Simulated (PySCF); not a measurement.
SMILES C[SiH2][SiH2]C=O (GFN2-xTB optimised geometry):

```
13

C      1.935     0.125    -1.644
Si     1.292    -0.576     0.000
Si    -1.032    -0.576     0.000
C     -1.589     1.254     0.000
O     -1.624     1.936    -0.995
H      3.019     0.202    -1.653
H      1.644    -0.503    -2.481
H      1.533     1.118    -1.827
H      1.823    -1.936     0.175
H      1.846     0.232     1.098
H     -1.667    -1.164     1.185
H     -1.653    -1.181    -1.181
H     -1.846     1.719     0.978
```

Method: B3LYP/def2-TZVP in PySCF 2.14.0.

Q: What are the frontier orbital energies and the dipole moment?

A: HOMO-2 -9.14 eV, HOMO-1 -8.45 eV, HOMO -6.72 eV, LUMO -1.88 eV, LUMO+1 -0.34 eV; dipole moment 1.93 D.

Meta-Löwdin charges at B3LYP/def2-TZVP: C1 -0.57, Si2 0.42, Si3 0.34, C4 0.08, O5 -0.37, H6 0.13, H7 0.13, H8 0.13, H9 -0.10, H10 -0.09, H11 -0.09, H12 -0.07, H13 0.07.
